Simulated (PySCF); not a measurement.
The third ionisation energy along group 14

Calculated with PySCF 2.14 from differences of total energies of unrestricted determinants, without spin-orbit coupling. Values in eV. The last column holds reference values (NIST; (s) semi-empirical, (t) theoretical, else measured). Unmarked ones compare directly (S terms, centres of terms, or small fine structure); those marked * lie between the lowest fine-structure levels and include a spin-orbit shift.

| element | configurations | UHF | MP2 (valence and next inner shell) | LDA | PBE0 | MP2 (valence) | CCSDT (valence) | reference |
| --- | --- | --- | --- | --- | --- | --- | --- | --- |
| C (def2-TZVPPD, non-relativistic) | [He] 2s2 → [He] 2s1 | 45.776 | 46.951 | 46.937 | 47.036 | 46.934 | 47.755 | 47.888 |
| Si (def2-TZVPPD, non-relativistic) | [Ne] 3s2 → [Ne] 3s1 | 31.978 | 33.073 | 33.554 | 33.281 | 32.846 | 33.200 | 33.493 |
| Ge (def2-TZVPPD, non-relativistic) | [Ar] 3d10 4s2 → [Ar] 3d10 4s1 | 31.715 | 32.916 | 34.258 | 33.511 | 32.502 | 32.808 | 34.058 |
| Sn (def2-TZVPPD with the def2 core potential (28 electrons), ECP) | [Kr] 4d10 5s2 → [Kr] 4d10 5s1 | 28.541 | 30.344 | 31.300 | 30.436 | 29.224 | 29.481 | 30.506 |
| Pb (def2-TZVPPD with the def2 core potential (60 electrons), ECP) | [Xe] 4f14 5d10 6s2 → [Xe] 4f14 5d10 6s1 | 29.764 | 31.863 | 32.617 | 31.758 | 30.329 | 30.518 | 31.937 |

| method | elements | mean error (eV) | mean absolute error (eV) | largest error (eV) |
| --- | --- | --- | --- | --- |
| UHF | 5 | -2.022 | 2.022 | -2.343 |
| MP2 (valence and next inner shell) | 5 | -0.547 | 0.547 | -1.141 |
| LDA | 5 | 0.157 | 0.537 | -0.951 |
| PBE0 | 5 | -0.372 | 0.372 | -0.851 |
| MP2 (valence) | 5 | -1.209 | 1.209 | -1.608 |
| CCSDT (valence) | 5 | -0.824 | 0.824 | -1.419 |

Errors include the incompleteness of the basis and the frozen core.

"Valence" correlates the outer s and p shells and, in groups 3 to 12 and the f block, the outer d or f shell, open or full, or the next shell where the ion has no valence electron left; the wider scheme adds the next inner shell.
